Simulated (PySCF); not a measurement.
Species: C4HFN2O.
Numbering: `[N:1]#[C:2][c:3]1[cH:4][c:5]([F:6])[o:7][n:8]1`

NICS is the negative of the GIAO shielding at a point without a nucleus: at the ring centre (0) and 1 Å above and below it (1); zz is the component along the ring normal. Level: GIAO PBE0/pcSseg-1 (PySCF, non-relativistic, gas phase) on the GFN2-xTB geometry, one conformer.

Ring bond lengths (Å), with Mayer bond orders in brackets: C3–C4 1.424 (1.13), C4–C5 1.361 (1.59), C5–O7 1.333 (1.12), O7–N8 1.344 (1.00), N8–C3 1.313 (1.55).

Question: Give the NICS values of each ring in ppm.

Answer: 
```json
{"ring": "C3–C4–C5–O7–N8", "type": "5-membered ring with N and O; formal bonds all aromatic", "NICS(0)": "-12.9", "NICS(1), two faces": "-10.2 / -10.2", "NICS(1)zz, two faces": "-24.0 / -24.0", "rms pucker (Å)": "0.00", "centre to ring atoms, mean (Å)": "1.15"}
```

Question: What do they say, and how far can they be read as aromaticity?

Answer: 
- C3–C4–C5–O7–N8: mean NICS(1)zz -24.0 ppm, shielded. For a flat ring without four-coordinate atoms the NICS criterion counts such a value as aromatic.

Question: What does the geometric index give? Use HOMA with the parameters of Krygowski (1993).

Answer: 
- C3–C4–C5–O7–N8: HOMA 0.64; the largest term is that of C5–O7, α(R − Ropt)² = 0.73.

Question: At the first NICS(1) probe listed for ring C3–C4–C5–O7–N8, 1 Å off the ring, what do the in-plane components average?

Answer: The isotropic value is a third of the trace: (3 × -10.2 − (-24.0))/2 = -3.3 ppm.
